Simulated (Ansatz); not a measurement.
Ansatz (a program for electronic structure) input:

Ansatz 0.2 input:
```yaml
crystal:
  periodic: [false, false, false]
  atoms:
    - {symbol: Sb, position_ang: [-0.00000000, -0.00000000, -1.29667752]}
    - {symbol: Sb, position_ang: [0.00000000, 0.00000000, 1.29667752]}
basis:
  gaussian:
    orbitals: def2-TZVPD
hamiltonian:
  xc: {name: r2SCAN}
total_charge: 1
magnetization: {spin_polarized: true, initial_magnetization: 1}
output: {forces: true}
```

Problem. Predict the final energy.

Solution. -480.40850 Eh (r2SCAN/def2-TZVPD). The basis has 112 functions.
